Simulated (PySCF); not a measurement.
Simulation results for BGeH$_{4}$NO

Calculation on a computer-drawn molecule: the log of a Hartree-Fock and frozen-core CCSD(T) single point meant for a local Hartree-Fock minimum, with one planted fault or none, to be diagnosed. Offsets are logged minus clean, where the clean run is the same molecule without the fault. The reference is restricted for singlets and unrestricted otherwise, and also for a bond in bohr or an excited solution. Adding or removing an electron swaps singlet and doublet. The excited solution moves the top pair (singlet) or top alpha electron (doublet) to the lowest empty orbital. Highest occupied and lowest empty are orbital energies over both spins, largest force is the largest gradient component, triples share is (T) over the correlation energy, the T1 limit is 0.02 restricted and 0.045 unrestricted, electrons count all cores, a negative frequency is imaginary (commonest isotopes), and the dipole is about the centre of nuclear charge; on germanium a core potential holds 10 electrons, which the energies leave out, and 3d is frozen in MP2 and coupled-cluster steps. Program: PySCF 2.14.0.

```xyz
8
formula=BGeH4NO meant_charge=0 meant_multiplicity=1 meant_basis=cc-pVDZ meant_basis_and_core_potential_on_germanium=cc-pVDZ-PP_ECP10MDF logged_electrons=56 logged_basis_functions=85 logged_SCF_converged=yes logged_spin_squared=0 logged_highest_occupied=-10.151 logged_lowest_empty=1.2064 logged_largest_force=0.055603 logged_T1_diagnostic=0.023476 logged_D1_diagnostic=0.076747 logged_triples_share=0.032112 logged_CC_converged=yes logged_dipole_magnitude=2.8287 logged_SCF_stable_within_its_kind=yes logged_energy_HF=-449.74704 logged_energy_CCSD(T)=-450.33588 possible_faults=no_fault,one_electron_removed,one_electron_added,multiplicity_raised_by_two,geometry_at_a_saddle_point,SCF_held_on_an_excited_solution,minimal_basis_STO-3G,one_bond_length_entered_in_bohr,all_coordinates_scaled
B     -3.7066     1.9622    -0.9530
O     -2.2988     2.0882    -0.6803
Ge    -1.3684     1.6343     0.9932
N      0.3610     2.1558     0.3028
H     -4.5270     1.5076    -0.0503
H     -4.1570     2.3085    -2.1171
H      0.5063     2.5381    -0.6953
H      1.2745     2.0980     0.8690
```

Units: logged_highest_occupied, logged_lowest_empty in eV; logged_largest_force in hartree/bohr; logged_dipole_magnitude in debye; logged_energy_HF, logged_energy_CCSD(T) in hartree.

Drawn bonds:
| atom | other atom | order |
| --- | --- | --- |
| 1 | 2 | 1 |
| 2 | 3 | 1 |
| 3 | 4 | 1 |
| 1 | 5 | 1 |
| 1 | 6 | 1 |
| 4 | 7 | 1 |
| 4 | 8 | 1 |

Notes: T1 above single-reference limit.

To be estimated
1. Which fault was planted in the run of BGeH$_{4}$NO?

Calculated values
1. all coordinates scaled, by +7.4 %

Further results for BGeH$_{4}$NO:

- HF energy offset from clean run: 23.57 kcal/mol
- CCSD(T) energy offset from clean run: 12.59 kcal/mol
